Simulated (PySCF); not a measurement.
# Chromium: a sound run and one with changed settings

Sound run: Cr²⁺ [Ar] 3d4, Cr³⁺ [Ar] 3d3. All numbers are calculated (PySCF 2.14, scalar relativity by spin-free X2C-1e, in x2c-SVPall (5s3p3d1f, 36 functions)). In the sound run the correlated levels freeze [Ar]. The sound run starts from symmetry-adapted Hartree-Fock orbitals and uses a fine grid where one is needed.

Changed run: basis STO-3G, all-electron and non-relativistic. This setting is unsound on purpose.

```csv
species,method,sound run (hartree),changed run (hartree),converged
Cr²⁺,UHF,-1048.70654,-1031.74017,yes
Cr²⁺,PBE,-1049.47575,-1032.27102,yes
Cr²⁺,r2SCAN,-1049.69457,-1032.57639,yes
Cr²⁺,MP2,-1048.72788,-1031.74029,yes
Cr³⁺,UHF,-1047.59774,-1030.80503,yes
Cr³⁺,PBE,-1048.29643,-1031.30281,yes
Cr³⁺,r2SCAN,-1048.53318,-1031.60905,yes
Cr³⁺,MP2,-1047.60483,-1030.80506,yes
```

Ionisation energy of Cr²⁺:

```json
{"method": "UHF", "sound run (eV)": "30.172", "changed run (eV)": "25.446"}
{"method": "PBE", "sound run (eV)": "32.091", "changed run (eV)": "26.346"}
{"method": "r2SCAN", "sound run (eV)": "31.603", "changed run (eV)": "26.323"}
{"method": "MP2", "sound run (eV)": "30.560", "changed run (eV)": "25.449"}
{"method": "SCS-MP2", "sound run (eV)": "30.301", "changed run (eV)": "25.447"}
```

A minimal basis cannot let orbitals breathe on ionisation and holds almost no correlation. The Hamiltonian changed with the basis, so the totals do not compare.

For comparison, NIST gives 30.959 ± 0.025 eV between the lowest levels.
